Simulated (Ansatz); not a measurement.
Relaxation of C3H11BSSi (17 atoms, charge 0, multiplicity 1), to a largest force component of 0.015 eV/Å in at most 40 steps.

Theory: RKS B3LYP-D4/6-31G in Ansatz.

```xyz
17
Properties=species:S:1:pos:R:3
C 0.050 -2.311 -0.602
S -0.340 -0.916 -1.787
B 0.315 0.455 -0.684
C 1.986 0.755 -0.687
C -0.649 1.434 0.071
Si -1.565 0.572 1.457
H -0.539 -2.118 0.331
H -0.277 -3.208 -1.079
H 1.092 -2.304 -0.351
H 2.241 0.954 -1.700
H 2.144 1.619 -0.024
H 2.475 -0.135 -0.283
H -1.433 1.876 -0.651
H -0.113 2.297 0.553
H -2.385 1.510 2.204
H -2.436 -0.438 0.900
H -0.585 -0.041 2.371
```

Question: Where does it end, and by what steps?

Answer: It converged. The force dipped under the threshold on the way, but the program's further checks kept it going. Limits of this set-up: no polarisation functions. After 23 steps the energy has fallen by 1.133 eV; H7 moved furthest, 1.78 Å.

```csv
step,energy less start (eV),largest force component (eV/Å),accepted
0,0.0000,3.248,yes
1,-0.4480,1.473,yes
2,-0.6429,0.583,yes
3,-0.7385,0.556,yes
4,-0.8344,0.496,yes
5,-0.9201,0.478,yes
6,-0.9912,0.440,yes
7,-1.0457,0.316,yes
8,-1.0805,0.211,yes
9,-1.1052,0.271,yes
10,-1.1198,0.261,yes
11,-1.1251,0.115,yes
12,-1.1276,0.044,yes
13,-1.1287,0.040,yes
14,-1.1296,0.060,yes
15,-1.1302,0.074,yes
16,-1.1309,0.074,yes
17,-1.1318,0.047,yes
18,-1.1323,0.041,yes
19,-1.1325,0.057,yes
20,-1.1327,0.037,yes
21,-1.1328,0.007,yes
22,-1.1329,0.013,yes
23,-1.1329,0.010,yes
```

```xyz
17
Properties=species:S:1:pos:R:3
C 0.625 -2.466 -1.442
S -0.751 -1.170 -1.325
B 0.017 0.252 -0.432
C 1.523 0.214 0.024
C -0.930 1.456 -0.126
Si -1.539 1.361 1.710
H 0.921 -2.788 -0.443
H 0.208 -3.307 -1.995
H 1.481 -2.056 -1.977
H 2.195 0.128 -0.843
H 1.811 1.113 0.582
H 1.738 -0.657 0.660
H -1.823 1.496 -0.762
H -0.391 2.409 -0.223
H -2.356 2.575 2.055
H -2.381 0.138 1.925
H -0.368 1.302 2.652
```

Whether the end is a true minimum wasn't checked by a vibrational analysis.

Time of the run: 6.7 min on 1 thread of Intel(R) Xeon(R) Processor @ 2.50GHz (Skylake/Cascade Lake), on a shared host, peak memory 0.23 GiB.
